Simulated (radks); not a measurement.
The nuclear charge of the fluorine ion F2+ is varied continuously with 7 electrons held in [He] 2s2 2p3. All-electron calculation, scalar-relativistic Kohn-Sham, BLYP, spin-polarised, spherical densities, finite nucleus; open shells are filled with parallel spins first; Fermi nuclear charge, rms radius 2.8976 fm. Program: a radial shooting solver on a logarithmic mesh with Libxc functionals. By the Hellmann-Feynman theorem dE/dZ = E(electron-nucleus)/Z, the electronic potential at the nucleus (averaged over a nucleus of fixed radius). The scalar-relativistic energy here is not variational (the density holds large components alone), so the two differ by a part that grows with Z.

Z    E (hartree)  E(electron-nucleus)/Z (hartree)  HOMO  e(HOMO) (eV)  <r> HOMO (bohr)
8      -74.62770                         -21.6401    2p       -26.170            1.084
8.1    -76.80822                         -21.9676    2p       -28.377            1.059
8.2    -79.02148                         -22.2950    2p       -30.654            1.035
8.3    -81.26748                         -22.6224    2p       -33.003            1.013
8.4    -83.54623                         -22.9497    2p       -35.422           0.9912
8.5    -85.85772                         -23.2770    2p       -37.911           0.9707
8.6    -88.20195                         -23.6044    2p       -40.471           0.9510
8.7    -90.57892                         -23.9317    2p       -43.101           0.9322
8.8    -92.98862                         -24.2589    2p       -45.801           0.9141
8.9    -95.43106                         -24.5862    2p       -48.570           0.8968
9      -97.90623                         -24.9135    2p       -51.410           0.8801
9.1   -100.41414                         -25.2408    2p       -54.319           0.8641
9.2   -102.95478                         -25.5681    2p       -57.298           0.8487
9.3   -105.52816                         -25.8954    2p       -60.346           0.8339
9.4   -108.13428                         -26.2227    2p       -63.464           0.8196
9.5   -110.77314                         -26.5500    2p       -66.651           0.8058
9.6   -113.44474                         -26.8773    2p       -69.907           0.7924
9.7   -116.14909                         -27.2047    2p       -73.233           0.7795
9.8   -118.88618                         -27.5320    2p       -76.628           0.7671
9.9   -121.65601                         -27.8594    2p       -80.092           0.7550
10    -124.45859                         -28.1868    2p       -83.625           0.7434

The central difference of E at Z = 9 is -24.915 hartree, to compare with the third column; the second derivative is -3.27 hartree.
